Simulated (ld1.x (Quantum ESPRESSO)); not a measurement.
Ti: one change to a TM potential, before and after

- Element: Ti
- Generator: ld1.x (Quantum ESPRESSO) 7.5
- Type: norm-conserving Troullier–Martins (Kleinman–Bylander form)
- Functional: PBE
- Relativity: scalar-relativistic
- Frozen core: [Ar]
- Valence charge: 4
- Reference configuration: 3d2 4s0.5 4p0 (charge +1.5)
- Partial waves: 4s (bound): rc 2.55 bohr; 3d (bound): rc 1.50 bohr; 4p (bound, empty): rc 2.35 bohr
- Local potential: the p channel
- Core correction: Bessel-smoothed model core, default radius (core density twice the valence density)

All-electron outer shells of the reference configuration (PBE, scalar-relativistic, ld1.x):

```json
{"shell": "3p", "level (eV)": "-50.30", "outermost node (bohr)": "0.37", "outermost maximum (bohr)": "0.90"}
{"shell": "3d", "level (eV)": "-15.38", "outermost node (bohr)": "–", "outermost maximum (bohr)": "0.97"}
{"shell": "4s", "level (eV)": "-13.54", "outermost node (bohr)": "1.23", "outermost maximum (bohr)": "2.67"}
{"shell": "4p", "level (eV)": "-9.45", "outermost node (bohr)": "1.36", "outermost maximum (bohr)": "3.19"}
```

Change: all radii but the core radius scaled by about 1.21 (s 3.08, p 2.84, d 1.82 bohr).

Cutoffs: the cutoffs (Ry, on a coarse ladder) from which the occupation-weighted sum of valence levels, in a spherical-Bessel basis at the reference potential, stays within 10 and 1 mRy of its value at 400 Ry; they do not see the model core or the augmentation charge, which bear on the density cutoff. Errors are all-electron minus pseudo energies relative to the spin-unpolarised reference configuration.

Task: What does the change do?

Result: The potential gets softer (80 Ry and 90 Ry → 60 Ry and 70 Ry); both files keep a bound ghost (s); the number of tests that count goes from 7 to 5; of the 5 tests that both files solve, the error grows in 2 and shrinks in 0 by more than 15 % and 0.3 meV (median size 345.3 → 312.5 meV). A larger radius leaves more room for a smooth pseudo-wave, so fewer plane waves are needed.

| quantity | base | changed |
| --- | --- | --- |
| cutoff, loose | 80 Ry | 60 Ry |
| cutoff, tight | 90 Ry | 70 Ry |
| loose cutoff by channel (10 mRy a level) | s 6 Ry, d 80 Ry | s 6 Ry, d 55 Ry |
| bound ghosts | s | s |
| tests counted (converged, no solver errors) | 7 of 7 | 5 of 7 |
| error for 3d2 4s1 4p0, meV [ΔE -5.97 eV] | -2.8 | -29 |
| error for 3d2 4s0 4p0, meV [ΔE 7.61 eV] | -5.1 | -6.4 |
| error for 3d1 4s2 4p1, meV [ΔE -8.64 eV] | -579 | -563 |
| error for 3d1 4s0 4p0, meV [ΔE 34.55 eV] | -654 | -590 |
| error for 3d3 4s0 4p0, meV [ΔE -5.92 eV] | -345 | -312 |

Changed file: Tests not counted: 3d2 4s2 4p0 (solver errors, printed error -84.4 eV); 3d2.5 4s1.5 4p0 (solver errors, printed error -87.9 eV). A true bound ghost makes a file unfit for plane-wave use even where its test errors are small: the radial tests pick states by their node count and pass the ghost by. Where a test does run into it, the solver fails or the error is huge.
